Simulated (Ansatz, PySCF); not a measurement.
Breaking the C1–Ga2 bond in CH5Ga (SMILES [CH3][GaH2]) (multiplicity 1 held, fragments rigid). Energies count from the point at 1.979 Å.
Geometry at that point (charge 0, multiplicity 1):
```csv
atom,x (Å),y (Å),z (Å)
C,-1.5610,-0.1228,0.0012
Ga,0.4126,0.0298,-0.0014
H,-1.9885,0.4992,-0.7883
H,-1.9013,-1.1488,-0.1314
H,-1.9536,0.2545,0.9494
H,1.0844,1.4547,0.0519
H,1.3352,-1.2460,-0.0469
```

Restricted levels (R-, RO-) in cc, def2 and unpolarised 6-31G sets keep to the state of the molecule at rest. Unrestricted levels (U-) break spin symmetry where that is lower. Active spaces are followed from a long bond inwards. Curves can end on different states.

Correlated levels freeze the cores. Filled d and f shells under p-block atoms count as core. Rows in 3-21G carry no dispersion term and start afresh at each structure; the Pople sets are all-electron and without relativity.

Programs: Ansatz (Gaussian basis) for Hartree–Fock, density functionals and correlated methods; PySCF for 3-21G rows. 

| level | energy at R = 6.334 Å (kcal/mol) |
|---|---|
| R-HF/3-21G | 181.71 |
| R-PBE/cc-pVTZ | 106.58 |
| U-r2SCAN/cc-pVTZ | 82.71 |
| R-MP2/cc-pVTZ | 93.22 |
| U-MP2/cc-pVTZ | 87.70 |
| U-SCS-MP2/cc-pVTZ | 86.89 |
| CASSCF(2,2)/cc-pVTZ | [?] |
| SC-NEVPT2 on CASSCF(2,2)/cc-pVTZ | 86.10 |
| FIC-MRCISD+Q on CASSCF(2,2)/cc-pVTZ | 84.95 |

Problem. What belongs in the gaps?

Solution. 
- CASSCF(2,2)/cc-pVTZ, energy at R = 6.334 Å (kcal/mol): 71.91

Doubts at one or more of the structures used: a restricted determinant that unrestricted orbitals would lower (R-HF/3-21G, R-PBE/cc-pVTZ, R-MP2/cc-pVTZ); a spin-contaminated determinant (U-r2SCAN/cc-pVTZ, U-MP2/cc-pVTZ, U-SCS-MP2/cc-pVTZ).

Ansatz is a quantum-chemistry and plane-wave program.
